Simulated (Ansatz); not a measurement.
A structure relaxed at PBE-D4/def2-TZVP in Ansatz, charge 1, doublet:

```xyz
3

Cd   -0.0311    0.0319   -0.0323
Cd    1.7102   -1.9918    0.8246
Te   -1.6791    1.9599   -0.7923
```

(1) Give its formula and point group.

(2) Summarise the bond lengths by kind (pairs closer than 1.2 times the sum of covalent radii, bridged metal pairs left out).

Results:

(1) the cluster Cd₂Te⁺. Point group C∞v (tolerance 0.1 Å).

(2) 1 × Cd–Cd 2.80 Å; 1 × Cd–Te 2.65 Å.

In the def2 sets Cd, Te take a core potential; there is no spin–orbit coupling. The relaxation made no stability test and no search for a lower SCF solution. Another isomer (doublet) lies 0.03 eV lower at PBE-D4/def2-TZVP; other spin states weren't run for this one.
